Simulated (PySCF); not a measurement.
Predicted microwave data (PBE0/pcSseg-1 in PySCF (dipole) on a GFN2-xTB geometry, gas phase) for one isomer of C5H6N2O:

```
Rotational constants : A = 4100, B = 1329, C = 1010 MHz
Dipole components    : |μa| = 3.93 D, |μb| = 3.51 D, |μc| = 0.00 D
Inertial defect      : -3.12 u·Å²
κ                    : -0.79
```

Task: Which structure is it? (One computed conformer of each.)
A. `[CH3:1][O:2][c:3]1[cH:4][cH:5][n:6][n:7][cH:8]1` with C1–O2–C3–C4 1°
B. `[CH2:1]=[N:2]/[C:3](=[CH:4]/[C:5]#[N:6])[O:7][CH3:8]` with C1–N2–C3–C4 -44°, N2–C3–O7–C8 -5°
C. `[CH2:1]=[C:2]([CH2:3][C:4]#[N:5])[NH:6][CH:7]=[O:8]` with C1–C2–C3–C4 0°, C1–C2–N6–C7 180°, C2–N6–C7–O8 0°

Result: C. It is C=C(CC#N)NC=O, an asymmetric top, point group Cs. The candidates at the same level (rigid rotor, commonest isotopes):

```tsv
SMILES	A (MHz)	B (MHz)	C (MHz)	μa (D)	μb (D)	μc (D)	Δ (u·Å²)	point group	rotor
C=N/C(=C/C#N)OC	3262	1511	1051	6.52	1.70	0.65	-8.78	C1	asymmetric top
C=C(CC#N)NC=O	4100	1329	1010	3.93	3.51	0.00	-3.12	Cs	asymmetric top
COc1ccnnc1	5531	1585	1242	5.20	2.54	0.00	-3.23	Cs	asymmetric top
```

`C=N/C(=C/C#N)OC` has A 20 % too low; `COc1ccnnc1` has A 35 % too high. In the right answer the mirror of this Cs structure is the ab plane, so μc vanishes by symmetry. No structure here is proved a minimum.
